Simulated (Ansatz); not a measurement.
H₅O₃Si₂, SMILES `O[SiH][SiH](O)O` radical: the same geometry under several functionals.

```yaml
crystal:
  periodic: [false, false, false]
  atoms:
    - {symbol: O, position_ang: [-1.008298, -2.088636, 0.577143]}
    - {symbol: Si, position_ang: [-1.077237, -0.922158, -0.607541]}
    - {symbol: Si, position_ang: [0.471153, 0.719230, 0.015744]}
    - {symbol: O, position_ang: [1.966810, 0.064395, 0.231560]}
    - {symbol: O, position_ang: [0.526999, 1.742263, -1.262222]}
    - {symbol: H, position_ang: [-1.746317, -2.697435, 0.637025]}
    - {symbol: H, position_ang: [-2.488726, -0.431848, -0.743639]}
    - {symbol: H, position_ang: [0.109745, 1.449988, 1.271104]}
    - {symbol: H, position_ang: [2.150230, -0.347210, 1.077566]}
    - {symbol: H, position_ang: [1.095642, 2.511411, -1.196752]}
basis:
  gaussian: {orbitals: def2-TZVPP}
magnetization: {spin_polarized: true, initial_magnetization: 1}
hamiltonian: {xc: {name: wB97M-V}}
output: {forces: true, orbitals: {seedname: orbitals}}
```

```sh
$ ansatz run in.yaml --threads 2 --pin off --events-out ev --progress --plain --max-ram 32768MiB --backend cpu
```

It prints (some lines left out):

```
Functional definition: wB97M-V
1330 factors; their error is unknown
290 factors; integrals over basis functions are off by at most 1.0e-5 eV
mean field evaluation 1: about -21970.8463 eV, gradient 5.5e1 eV
mean field evaluation 2: about -21967.2956 eV, gradient 6.5e1 eV
mean field evaluation 4: about -21980.5329 eV, gradient 1.9e0 eV
mean field evaluation 8: about -21980.5571 eV, gradient 7.1e-2 eV
mean field evaluation 16: about -21980.5720 eV, gradient 2.4e-3 eV
mean field -21980.57197068 eV, -807.7711209558 hartree, gradient 5.5e-5 eV, S^2 0.752019; 0 other end points of the search recorded, 0 dependent functions left out
reference -21980.57202239 eV, -807.7711228560 hartree; 29, 28 occupied and 218, 219 virtual orbitals, 1330 factors
Total energy: -21980.57202239 eV, -807.7711228560 hartree
Atom 0 at    -1.008298    -2.088636     0.577143 Å, force    -0.046014    -0.096222     0.078393 eV/Å
Atom 1 at    -1.077237    -0.922158    -0.607541 Å, force    -0.040208     0.183353    -0.129363 eV/Å
Atom 2 at     0.471153     0.719230     0.015744 Å, force    -0.207490    -0.012282     0.200899 eV/Å
Atom 3 at     1.966810     0.064395     0.231560 Å, force     0.064643    -0.060355     0.057144 eV/Å
Atom 4 at     0.526999     1.742263    -1.262222 Å, force     0.032355     0.096821    -0.069746 eV/Å
Atom 5 at    -1.746317    -2.697435     0.637025 Å, force     0.034265     0.013371     0.020617 eV/Å
Atom 6 at    -2.488726    -0.431848    -0.743639 Å, force     0.123393    -0.041431     0.031612 eV/Å
Atom 7 at     0.109745     1.449988     1.271104 Å, force     0.045970    -0.073428    -0.135115 eV/Å
Atom 8 at     2.150230    -0.347210     1.077566 Å, force     0.017933     0.009311    -0.033338 eV/Å
Atom 9 at     1.095642     2.511411    -1.196752 Å, force    -0.024847    -0.019138    -0.021102 eV/Å
Dipole moment:    -0.073228    -0.027373     0.295726 e Å
```

Run time 35 s (2 threads of an AMD EPYC 7R13 on a shared host); peak host memory 1.1 GiB.

With the line `hamiltonian: {xc: pbe0, dispersion: d4}` and no forces (abridged; 10 s):

```
Functional definition: PBE0
mean field evaluation 16: about -21970.4357 eV, gradient 2.7e-4 eV
mean field -21970.43572766 eV, -807.3986208954 hartree, gradient 7.8e-5 eV, S^2 0.754360
Total energy: -21970.62993894 eV, -807.4057580283 hartree
```
